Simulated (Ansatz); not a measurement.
One change: `NC1(N)N[SiH2]1` becomes `NC1N[SiH2]1`.

Ansatz, PBE0-D4/def2-TZVP geometries, multiplicity 1. Each molecule was computed in one conformer, which needn't be the lowest.

| property | `NC1(N)N[SiH2]1` |
| --- | --- |
| LUMO energy (B3LYP/def2-TZVPP) / eV | -0.43 |
| HOMO energy (PBE/def2-TZVPP) / eV | -5.33 |
| HOMO–LUMO gap (B3LYP/def2-TZVPP) / eV | 5.98 |
| LUMO energy (PBE/def2-TZVPP) / eV | -1.01 |
| HOMO energy (PBE0/def2-TZVPP) / eV | -6.61 |
| HOMO–LUMO gap (PBE/def2-TZVPP) / eV | 4.31 |

Give the same properties after the change, and the shifts. (Estimate.)

Computed: 
| property | `NC1N[SiH2]1` | shift |
| --- | --- | --- |
| LUMO energy (B3LYP/def2-TZVPP) / eV | -0.39 | 0.04 |
| HOMO energy (PBE/def2-TZVPP) / eV | -5.51 | -0.18 |
| HOMO–LUMO gap (B3LYP/def2-TZVPP) / eV | 6.23 | 0.25 |
| LUMO energy (PBE/def2-TZVPP) / eV | -0.98 | 0.03 |
| HOMO energy (PBE0/def2-TZVPP) / eV | -6.84 | -0.23 |
| HOMO–LUMO gap (PBE/def2-TZVPP) / eV | 4.53 | 0.22 |

The zero-point energy changes by -44.1 kJ/mol with -6 modes.

B3LYP here is the variant with VWN-RPA as its local correlation; programs differ in this.
